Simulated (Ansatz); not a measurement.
Start from `O[AsH][SiH3]` and change one atom or group to get `[SiH3][AsH2]`.

Ansatz, PBE0-D4/def2-TZVP geometries, multiplicity 1. Each molecule was computed in one conformer, which needn't be the lowest.

Scalar relativity is left out up to krypton.

```tsv
property	`O[AsH][SiH3]`
HOMO energy (ωB97M-V/def2-TZVPP) / eV	-9.28
zero-point energy (PBE0-D4/def2-TZVP) / kJ/mol	122.4
size of the dipole moment (B3LYP/def2-TZVPP) / D	1.04
LUMO energy (PBE0/def2-TZVPP) / eV	-0.82
size of the dipole moment (ωB97M-V/def2-TZVPP) / D	1.01
LUMO energy (ωB97M-V/def2-TZVPP) / eV	1.05
```

(1) What does the change do to each property? (An estimate is asked.)

Results:

(1) The calculation gave: 
| property | `[SiH3][AsH2]` | shift |
| --- | --- | --- |
| HOMO energy (ωB97M-V/def2-TZVPP) / eV | -9.62 | -0.34 |
| zero-point energy (PBE0-D4/def2-TZVP) / kJ/mol | 105.7 | -16.7 |
| size of the dipole moment (B3LYP/def2-TZVPP) / D | 0.30 | -0.74 |
| LUMO energy (PBE0/def2-TZVPP) / eV | 0.18 | 1.00 |
| size of the dipole moment (ωB97M-V/def2-TZVPP) / D | 0.35 | -0.66 |
| LUMO energy (ωB97M-V/def2-TZVPP) / eV | 1.84 | 0.79 |

With PBE0 the HOMO falls by 0.35 eV and the LUMO rises by 1.00 eV, so the gap widens by about 1.35 eV. PBE moves the HOMO by -0.40 eV and ωB97M-V by -0.34 eV. The zero-point energy changes by -16.7 kJ/mol with -3 modes. Dipoles are sizes alone; their direction can turn.

B3LYP here is the variant with VWN-RPA as its local correlation; programs differ in this.
